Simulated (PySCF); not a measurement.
PySCF input file for C2H9FOSi2, SMILES CO[Si@H](F)[SiH2]C, TDA-PBE/def2-SVPD. Geometry: B3LYP-D3(BJ)/def2-SVP. The structure was generated by enumeration; whether it is a known compound was not checked. The values are those of a single conformer.

```python
import numpy as np
from pyscf import gto, scf, dft, tdscf

mol = gto.M(
    atom='''
    C     2.84185648    0.03026004   -0.01458318
    O     1.47202249   -0.19534394    0.24959978
    Si    0.23174685   -0.06644890   -0.84393396
    F     0.06681243    1.50284277   -1.28408178
    Si   -1.66548083   -0.73951307    0.34433801
    C    -1.68197685    0.19524428    1.98508681
    H     3.16774888   -0.46617468   -0.94772234
    H     3.43486723   -0.37772092    0.81828095
    H     3.05963022    1.10902529   -0.10219417
    H     0.58585836   -0.79008540   -2.10119776
    H    -1.58620764   -2.21561001    0.56719055
    H    -2.89698099   -0.46158540   -0.45483085
    H    -1.77502923    1.27786426    1.80620427
    H    -2.51810041   -0.12597379    2.62537062
    H    -0.73628019    0.01786890    2.52015796
    ''',
    basis='def2-SVPD',
    charge=0,
    spin=0,
    max_memory=1600,
    verbose=4,
)
mf = dft.RKS(mol, xc='pbe').density_fit(auxbasis='def2-universal-jkfit')
mf.grids.level = 3
mf.conv_tol = 1e-9
mf.max_cycle = 100
mf.kernel()
mf.grids = dft.Grids(mol).set(level=1).build(with_non0tab=True)  # coarser grid for the response kernel
td = tdscf.TDA(mf)
td.singlet = True
td.nstates = 6
td.conv_tol = 1e-4
td.positive_eig_threshold = 1e-6
td.kernel(x0=td.get_init_guess(mf, 11))
td.analyze()
tt = tdscf.TDA(mf)
tt.singlet = False
tt.nstates = 2
tt.conv_tol = 1e-4
tt.positive_eig_threshold = 1e-6
tt.kernel(x0=tt.get_init_guess(mf, 7))
tt.analyze(verbose=3)
```

It prints:

```
PySCF version 2.14.0

[INPUT] verbose = 4
[INPUT] num. atoms = 15
[INPUT] num. electrons = 66
[INPUT] charge = 0
[INPUT] spin (= nelec alpha-beta = 2S) = 0
[INPUT] symmetry False subgroup None
[INPUT] Mole.unit = angstrom
[INPUT] Symbol           X                Y                Z      unit          X                Y                Z       unit  Magmom
[INPUT]  1 C      2.841856480000   0.030260040000  -0.014583180000 AA    5.370330432521   0.057183188118  -0.027558216225 Bohr   0.0
[INPUT]  2 O      1.472022490000  -0.195343940000   0.249599780000 AA    2.781719355300  -0.369146546693   0.471675224952 Bohr   0.0
[INPUT]  3 Si     0.231746850000  -0.066448900000  -0.843933960000 AA    0.437938076731  -0.125570222279  -1.594804051620 Bohr   0.0
[INPUT]  4 F      0.066812430000   1.502842770000  -1.284081780000 AA    0.126257194417   2.839961243583  -2.426562885744 Bohr   0.0
[INPUT]  5 Si    -1.665480830000  -0.739513070000   0.344338010000 AA   -3.147302634413  -1.397477167836   0.650704533178 Bohr   0.0
[INPUT]  6 C     -1.681976850000   0.195244280000   1.985086810000 AA   -3.178475594359   0.368958216588   3.751270404387 Bohr   0.0
[INPUT]  7 H      3.167748880000  -0.466174680000  -0.947722340000 AA    5.986177814598  -0.880942471407  -1.790935664732 Bohr   0.0
[INPUT]  8 H      3.434867230000  -0.377720920000   0.818280950000 AA    6.490958338943  -0.713789090319   1.546326888449 Bohr   0.0
[INPUT]  9 H      3.059630220000   1.109025290000  -0.102194170000 AA    5.781863158243   2.095754063316  -0.193118992827 Bohr   0.0
[INPUT] 10 H      0.585858360000  -0.790085400000  -2.101197760000 AA    1.107111848187  -1.493045021017  -3.970688299950 Bohr   0.0
[INPUT] 11 H     -1.586207640000  -2.215610010000   0.567190550000 AA   -2.997498016293  -4.186896117745   1.071834799941 Bohr   0.0
[INPUT] 12 H     -2.896980990000  -0.461585400000  -0.454830850000 AA   -5.474500659171  -0.872269989098  -0.859505739503 Bohr   0.0
[INPUT] 13 H     -1.775029230000   1.277864260000   1.806204270000 AA   -3.354319107798   2.414813475770   3.413231395320 Bohr   0.0
[INPUT] 14 H     -2.518100410000  -0.125973790000   2.625370620000 AA   -4.758520129055  -0.238055961973   4.961231447280 Bohr   0.0
[INPUT] 15 H     -0.736280190000   0.017868900000   2.520157960000 AA   -1.391367910043   0.033767327147   4.762408335043 Bohr   0.0

nuclear repulsion = 384.985497005493
number of shells = 90
number of NR pGTOs = 300
number of NR cGTOs = 206
basis = def2-SVPD
ecp = {}


[settings echo left out]
init E= -834.887839553007
  HOMO = -0.300032412179235  LUMO = -0.0738869270556108  gap/eV = 6.15373
cycle= 1 E= -834.654416075974  delta_E= 0.233  |g|= 0.911  |ddm|= 5.04
  HOMO = -0.112905211504911  LUMO = -0.0130270836054485  gap/eV = 2.71782
cycle= 2 E= -833.86828270162  delta_E= 0.786  |g|= 2.14  |ddm|=  2.7
  HOMO = -0.240244871667354  LUMO = -0.0288885655006585  gap/eV = 5.75130
cycle= 3 E= -834.811694626377  delta_E= -0.943  |g|= 0.23  |ddm|= 2.03
  HOMO = -0.246966729215588  LUMO = -0.0345904316250309  gap/eV = 5.77905
cycle= 4 E= -834.820658869691  delta_E= -0.00896  |g|= 0.138  |ddm|= 0.355
  HOMO = -0.252121654917603  LUMO = -0.0362426392161832  gap/eV = 5.87437
cycle= 5 E= -834.824207238404  delta_E= -0.00355  |g|= 0.0396  |ddm|= 0.165
  HOMO = -0.250549052168939  LUMO = -0.0351856069978438  gap/eV = 5.86034
cycle= 6 E= -834.824506006021  delta_E= -0.000299  |g|= 0.0141  |ddm|= 0.0586
  HOMO = -0.250122219298019  LUMO = -0.0350071282270537  gap/eV = 5.85358
cycle= 7 E= -834.824553884143  delta_E= -4.79e-05  |g|= 0.00216  |ddm|= 0.0175
  HOMO = -0.250172575969526  LUMO = -0.0350069500524484  gap/eV = 5.85495
cycle= 8 E= -834.824555279055  delta_E= -1.39e-06  |g|= 0.000503  |ddm|= 0.00434
  HOMO = -0.250200340454962  LUMO = -0.03502663469926  gap/eV = 5.85517
cycle= 9 E= -834.824555346699  delta_E= -6.76e-08  |g|= 0.000117  |ddm|= 0.000967
  HOMO = -0.250190182586952  LUMO = -0.0350180844907215  gap/eV = 5.85513
cycle= 10 E= -834.824555350795  delta_E= -4.1e-09  |g|= 3.96e-05  |ddm|= 0.000309
  HOMO = -0.250195348570266  LUMO = -0.0350218876700548  gap/eV = 5.85517
cycle= 11 E= -834.824555351293  delta_E= -4.99e-10  |g|= 1.37e-05  |ddm|= 9.06e-05
  HOMO = -0.250194071756458  LUMO = -0.0350210586285127  gap/eV = 5.85516
Extra cycle  E= -834.824555351222  delta_E= 7.12e-11  |g|= 2.29e-05  |ddm|= 3.7e-05
converged SCF energy = -834.824555351222
tot grids = 55912
Overwritten attributes  positive_eig_threshold  of <class 'pyscf.tdscf.rks.TDA'>


******** <class 'pyscf.tdscf.rks.TDA'> for <class 'pyscf.df.df_jk.DFRKS'> ********
nstates = 6 singlet
deg_eia_thresh = 1.000e-03
wfnsym = None
conv_tol = 0.0001
eigh lindep = 1e-12
eigh level_shift = 0
eigh max_cycle = 100


Excitation energies (eV)
[6.0693779  6.31888961 6.33313374 6.61535867 6.78257341 6.98222189]

** Singlet excitation energies and oscillator strengths **
Excited State   1:      6.06938 eV    204.28 nm  f=0.0118
      32 -> 34       -0.19811
      33 -> 34       -0.65894
Excited State   2:      6.31889 eV    196.21 nm  f=0.0112
      32 -> 34        0.55023
      32 -> 35        0.16496
      33 -> 34       -0.19208
      33 -> 35        0.32954
Excited State   3:      6.33313 eV    195.77 nm  f=0.0060
      32 -> 34       -0.35783
      33 -> 35        0.59213
Excited State   4:      6.61536 eV    187.42 nm  f=0.0358
      31 -> 34       -0.20312
      32 -> 34       -0.13794
      32 -> 35        0.63844
      33 -> 35       -0.11218
Excited State   5:      6.78257 eV    182.80 nm  f=0.0146
      31 -> 34        0.65419
      32 -> 35        0.19825
Excited State   6:      6.98222 eV    177.57 nm  f=0.1023
      32 -> 36        0.11020
      33 -> 36        0.64948
      33 -> 37        0.15012
      33 -> 38        0.11955

** Transition electric dipole moments (AU) **
state          X           Y           Z        Dip. S.      Osc.
  1         0.0220      0.1352      0.2457      0.0791      0.0118
  2        -0.1375      0.1994      0.1158      0.0721      0.0112
  3         0.1419      0.0265     -0.1346      0.0390      0.0060
  4         0.4612      0.0006      0.0912      0.2210      0.0358
  5         0.1834      0.1700      0.1585      0.0877      0.0146
  6         0.6967      0.0235     -0.3346      0.5978      0.1023

** Transition velocity dipole moments (imaginary part, AU) **
state          X           Y           Z        Dip. S.      Osc.
  1         0.0086     -0.0103      0.0048      0.0002      0.0006
  2        -0.0185      0.0074      0.0168      0.0007      0.0019
  3         0.0412     -0.0123     -0.0002      0.0018      0.0053
  4         0.0652      0.0247     -0.0126      0.0050      0.0138
  5         0.0342      0.0194      0.0104      0.0017      0.0044
  6         0.1401     -0.0047     -0.0761      0.0254      0.0661

** Transition magnetic dipole moments (imaginary part, AU) **
state          X           Y           Z
  1         0.1990     -0.3342      0.1922
  2         0.3503      0.1857      0.2681
  3         0.3510      0.3455      0.0128
  4         0.1347     -0.2249     -0.2760
  5        -0.2032      0.0026     -0.0773
  6        -0.1530      0.3187     -0.1315


******** <class 'pyscf.tdscf.rks.TDA'> for <class 'pyscf.df.df_jk.DFRKS'> ********
nstates = 2 triplet
deg_eia_thresh = 1.000e-03
wfnsym = None
conv_tol = 0.0001
eigh lindep = 1e-12
eigh level_shift = 0
eigh max_cycle = 100


Excitation energies (eV)
[5.53414705 5.70004794]

** Triplet excitation energies and oscillator strengths **
Excited State   1:      5.53415 eV    224.03 nm  f=0.0000
Excited State   2:      5.70005 eV    217.51 nm  f=0.0000
```

The run converged.
